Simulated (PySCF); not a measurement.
**Argon: highly charged ions in a basis for the neutral atom**

Ar¹⁵⁺ [He] 2s1, Ar¹⁶⁺ 1s2. Computed with PySCF 2.14 in def2-SVP, with no relativity, point nucleus. No spin-orbit coupling, so a gap to NIST mixes the basis error with missing relativistic terms.

Changed run: basis of the neutral atom used for a highly charged ion. This setting is unsound on purpose.

```json
{"species": "Ar¹⁵⁺", "method": "UHF", "sound run (hartree)": "not run", "changed run (hartree)": "-345.91291", "converged": "yes"}
{"species": "Ar¹⁵⁺", "method": "M06-2X", "sound run (hartree)": "not run", "changed run (hartree)": "-345.97886", "converged": "yes"}
{"species": "Ar¹⁵⁺", "method": "B3LYP", "sound run (hartree)": "not run", "changed run (hartree)": "-345.87413", "converged": "yes"}
{"species": "Ar¹⁶⁺", "method": "UHF", "sound run (hartree)": "not run", "changed run (hartree)": "-312.74254", "converged": "yes"}
{"species": "Ar¹⁶⁺", "method": "M06-2X", "sound run (hartree)": "not run", "changed run (hartree)": "-312.75603", "converged": "yes"}
{"species": "Ar¹⁶⁺", "method": "B3LYP", "sound run (hartree)": "not run", "changed run (hartree)": "-312.64700", "converged": "yes"}
```

Ionisation energy of Ar¹⁵⁺:

| method | changed run (eV) | NIST (eV) |
| --- | --- | --- |
| UHF | 902.61 | 918.38 |
| M06-2X | 904.04 | 918.38 |
| B3LYP | 904.16 | 918.38 |

The contracted functions were made for the neutral atom and can be too rigid for a highly charged ion.
